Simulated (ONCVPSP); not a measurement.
**cerium (Ce), ONCV: configuration errors across variants**

* Element: cerium
* Generator: ONCVPSP 4.0.1
* Type: optimised norm-conserving Vanderbilt (ONCV)
* Functional: PBEsol
* Relativity: scalar-relativistic
* Frozen core: [Kr] 4d10 4f1
* Valence charge: 11
* Reference configuration: 5s2 5p6 5d1 6s2
* Partial waves: 5s+6s: rc 2.45 bohr, ncon 4, nbas 7, qcut 5.6 1/bohr, 2 projectors; 5p: rc 1.75 bohr, ncon 5, nbas 8, qcut 3.7 1/bohr, 1 projector; 5d: rc 2.30 bohr, ncon 5, nbas 8, qcut 3.9 1/bohr, 2 projectors, debl 1.6 Ha
* Local potential: polynomial inside 1.55 bohr (lpopt 3, dvloc0 6 Ha)
* Core correction: Teter function, fcfact 3, rcfact 1.55

All-electron excitation energies from the reference (eV): (1) 5s2 5p6 5d1 6s1 6.103; (2) 5s2 5p6 5d1 6s0 17.141; (3) 5s2 5p6 5d0 6s0 36.278; (4) 5s2 5p6 5d1 6s0 6p2 5.049.

Errors AE − PS in meV (a dash: test not solved or not reliable):

```csv
change,(1),(2),(3),(4),bound ghosts,GHOST(+) flags above zero
base,-2.0,-6.9,-35,+30,none,s
p: qcut 2.1,-2.0,-6.9,-35,+30,none,s
p: qcut 2.7,-2.0,-6.9,-35,+31,none,s
p: qcut 3.2,-2.0,-6.9,-35,+31,none,s
p: qcut 4,-2.0,-6.9,-35,+30,none,s
p: qcut 4.4,-2.1,-7.0,-35,+28,none,s
p: qcut 4.9,-2.1,-7.0,-35,+26,none,s
p: qcut 5.2,-2.1,-7.0,-35,+25,none,s
p: qcut 5.5,-2.1,-7.0,-35,+24,none,s
```

(1) Give the same row for: p: qcut 2.9.

## Answers

(1) -2.0, -6.9, -35, +31; bound ghosts: none; GHOST(+) flags above zero: s.
